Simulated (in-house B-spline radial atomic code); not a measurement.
Radial electron density of Au+, [Xe] 4f14 5d10. All numbers are computed (scalar-relativistic (X2C) LC-wPBE, spin-polarised, spherical fractional occupations, exact exchange averaged over the configuration; Fermi nucleus of rms radius 5.4371 fm) with an all-electron radial atomic-structure program (B-spline basis), not measured.

One-electron X2C: radii and densities carry no picture-change correction, so inner-shell <1/r> comes out high (for 1s by about 2 % at Z = 33, 5 % at 54, 10 % at 75, 30 % at 118) and <r> low.

Columns: r (bohr), 4πr²n(r) (electrons per bohr), bar.

```
0.000313    3.711 #
0.000387    4.953 #
0.000479    6.593 ##
0.000592    8.723 ###
0.000732     11.5 ###
0.000905    15.08 ####
 0.00112    19.67 ######
 0.00138    25.34 ########
 0.00171    32.56 ##########
 0.00212    41.37 ############
 0.00262    51.65 ###############
 0.00324    63.39 ###################
   0.004    76.02 #######################
 0.00495    88.92 ##########################
 0.00612    100.6 ##############################
 0.00757    109.5 ################################
 0.00936    113.8 ##################################
  0.0116    112.6 #################################
  0.0143    106.8 ################################
  0.0177    99.45 ##############################
  0.0219    96.21 #############################
  0.0271    102.5 ##############################
  0.0335      119 ###################################
  0.0414    138.6 #########################################
  0.0512    148.2 ############################################
  0.0633    139.5 #########################################
  0.0783    121.2 ####################################
  0.0968    114.8 ##################################
    0.12    128.1 ######################################
   0.148    137.3 #########################################
   0.183    117.5 ###################################
   0.226    84.59 #########################
    0.28    75.58 ######################
   0.346    87.52 ##########################
   0.428    84.06 #########################
    0.53    57.93 #################
   0.655    34.04 ##########
    0.81    24.07 #######
       1    20.18 ######
    1.24    15.03 ####
    1.53    9.311 ###
    1.89    4.913 #
    2.34    2.213 #
     2.9   0.8165 
    3.58   0.2405 
    4.43  0.05032 
    5.48 0.006837
```

On this grid the curve has 4 maxima, near 0.00936, 0.0512, 0.148, 0.346 bohr.

The 5d down radial function P(r) = rR(r), positive near the nucleus:

```json
{"r (bohr)": "0.00612", "P": "0.001085"}
{"r (bohr)": "0.00936", "P": "0.003265"}
{"r (bohr)": "0.0143", "P": "0.009506"}
{"r (bohr)": "0.0219", "P": "0.02636"}
{"r (bohr)": "0.0335", "P": "0.06655"}
{"r (bohr)": "0.0512", "P": "0.1448"}
{"r (bohr)": "0.0783", "P": "0.2478"}
{"r (bohr)": "0.12", "P": "0.2708"}
{"r (bohr)": "0.183", "P": "0.04754"}
{"r (bohr)": "0.28", "P": "-0.3356"}
{"r (bohr)": "0.428", "P": "-0.3378"}
{"r (bohr)": "0.655", "P": "0.2575"}
{"r (bohr)": "1", "P": "0.8117"}
{"r (bohr)": "1.53", "P": "0.8008"}
{"r (bohr)": "2.34", "P": "0.4553"}
{"r (bohr)": "3.58", "P": "0.1547"}
{"r (bohr)": "5.48", "P": "0.02614"}
```
